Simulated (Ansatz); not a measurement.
Basis-set extrapolation for CH5BClN, SMILES `CB(N)Cl` (PBE0-D4/def2-TZVP geometry, frozen core, Ansatz 0.2.0). Multiplicity 1, RHF reference.

|  | def2-TZVPP | def2-QZVPP |
| --- | --- | --- |
| HF | -579.583125 | -579.601536 |
| MP2 correlation | -0.680503 | -0.733067 |
| CCSD(T) correlation | -0.750597 | -0.799890 |

Energies in hartree. Use E(X) = E(∞) + A·exp(−7.88·√X) for Hartree–Fock and E(X) = E(∞) + B·X^(−2.97) for correlation, with X = 3 and 4.

**Question.** What is the CCSD(T) energy at the basis-set limit?

**Answer.** HF limit: -579.601536 + (-0.018411) × 0.13774 = -579.60407. Correlation limit: -0.799890 + (-0.049293) × 0.74074 = -0.83640. Total: -580.44047 hartree, 280.3 kJ/mol below CCSD(T)/def2-TZVPP.
